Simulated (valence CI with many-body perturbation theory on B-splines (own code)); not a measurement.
Hg73+: key properties

Level of theory: relativistic CI+MBPT: five valence electrons over a frozen Dirac-Fock core [He], a basis of 9 s, 9 p, 8 d, 6 f, 3 g, 1 h functions for each j, with the one-electron correlation potential Σ1 (screened to all orders), the two-electron term Σ2, the three-electron term Σ3, Breit, model QED; selected single and double excitations, second order for the rest, scaled by the run's own slope (own B-spline code, finite nucleus).

The last digits are not significant, and no measured levels were compared; by estimate large intervals hold to a few tenths of a per cent, small ones and those within an open d or f shell to about a per cent. Among the levels kept, up to 3500 cm⁻¹ of a level comes from second order outside the variational space, and about a tenth of that is noise between levels of different J, which matters for small intervals.

Levels are named by their leading jj configuration (3d3/2^4 stands for four electrons in 3d with j = 3/2), which in mixed levels can hold well under half, so a name can repeat and another be missing.

Rates and lifetimes use the calculated energies. Strong lines usually hold to 10 to 20 %, long lifetimes can be off by a factor of two.

Q: What is the ground level?

A: (2s^2 2p1/2^2 2p3/2) J=3/2, composition 49 % 2s2 2p3 2P° + 27 % 2s2 2p3 2D° + 24 % 2s2 2p3 4S°, g = 1.302.

Q: What is the ionisation energy?

A: 19681 eV; NIST lists 19680 ± 90 eV (theoretical).

Q: What are the static dipole polarisabilities of the lowest levels?

A: (2s^2 2p1/2^2 2p3/2) J=3/2 4.28e-05 (tensor 8.0e-06) bohr³, of which the core gives 1.49e-07.

Q: Among levels below 107160 × 10³ cm⁻¹, which E1 lines absorb most strongly from the ground level?

A: to (2s^2 2p1/2^2 3d5/2) J=5/2 at 0.1099 nm, f = 0.549; to (2s^2 2p1/2 2p3/2 3d3/2) J=5/2 at 0.09405 nm, f = 0.501; to (2s^2 2p1/2 2p3/2 3d3/2) J=3/2 at 0.09401 nm, f = 0.299.

Q: How well does LS coupling describe the low levels?

A: Among the lowest 20 levels the leading LS term, summed over configurations, holds 63 % on average. For single configurations the figures are 63 % in LS and 100 % in jj coupling. Terms mix most in the J = 3/2 level at 88906 × 10³ cm⁻¹, where the leading one holds 36 %.
